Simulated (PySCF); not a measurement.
```xyz
4
charge 0 multiplicity 2, angstrom
I     0.0000    0.0000   -0.1486
O     1.7370    0.0000    0.3948
O    -0.8685    1.5043    0.3948
O    -0.8685   -1.5043    0.3948
```

All numbers come from UPBE0 in PySCF with I def2-SVP with ECP28, O def2-SVP; scalar-relativistic core potentials, no spin–orbit coupling; density-fitted integrals.

This geometry of IO₃ is a stationary point at this level.

Task: What is the point group?

Result: C3v.

Task: Is it a minimum?

Result: Yes: all harmonic wavenumbers are real.

Task: Give the atomic charges and bond orders.

Result: 
```
  atom  Mulliken  Löwdin  polar tensor  spin (Mulliken)  Mayer order to I1
    I1      1.47    1.50          0.73             0.05                  –
O2,3,4     -0.49   -0.50         -0.24             0.32               1.43
```

Task: What is the atomisation energy, with and without zero-point energy?

Result: 509 kJ/mol without, 491 kJ/mol with.

This need not be the most stable arrangement of these atoms. No spin–orbit coupling is included, which matters more the heavier the element.
